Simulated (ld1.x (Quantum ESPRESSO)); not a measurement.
# boron (B): excitation energies, all-electron against RRKJ

| Item | Value |
| --- | --- |
| Element | B (Z = 5) |
| Generator | ld1.x (Quantum ESPRESSO) 7.5 |
| Type | norm-conserving RRKJ (Kleinman–Bylander form) |
| Functional | PBEsol |
| Relativity | scalar-relativistic |
| Frozen core | [He] |
| Valence charge | 3 |
| Reference configuration | 2s2 2p1 |
| Partial waves | 2s (bound): rc 1.15 bohr; 2p (bound): rc 3.00 bohr; 3d channel at -0.1 Ry: rc 2.70 bohr |
| Local potential | all-electron potential smoothed inside 0.90 bohr (lloc = -1) |
| Core correction | Bessel-smoothed model core inside 0.70 bohr |

Energies are relative to the spin-unpolarised reference configuration 2s2 2p1; without spin polarisation the order of configurations can differ from experiment.

(1) Give the all-electron excitation energy and the error of the potential for: 2s2 2p0; 2s1 2p0; 2s2 2p0.5; 2s0 2p3; 2s1 2p1; 2s1 2p2; 2s2 2p1.3.

Levels in the configuration 2s0 2p3:

| level | all-electron (eV) | pseudo (eV) |
| --- | --- | --- |
| 2p | -4.409 | -4.493 |

Answers

(1)

| valence configuration | charge | ΔE all-electron (eV) | error AE − PS (meV) |
| --- | --- | --- | --- |
| 2s2 2p0 | +1 | 8.139 | +96 |
| 2s1 2p0 | +2 | 33.401 | +305 |
| 2s2 2p0.5 | +0.5 | 2.855 | +13 |
| 2s0 2p3 | 0 | 11.657 | -85 |
| 2s1 2p1 | +1 | 14.264 | -49 |
| 2s1 2p2 | 0 | 5.819 | -21 |
| 2s2 2p1.3 | -0.3 | -0.724 | +1.2 |
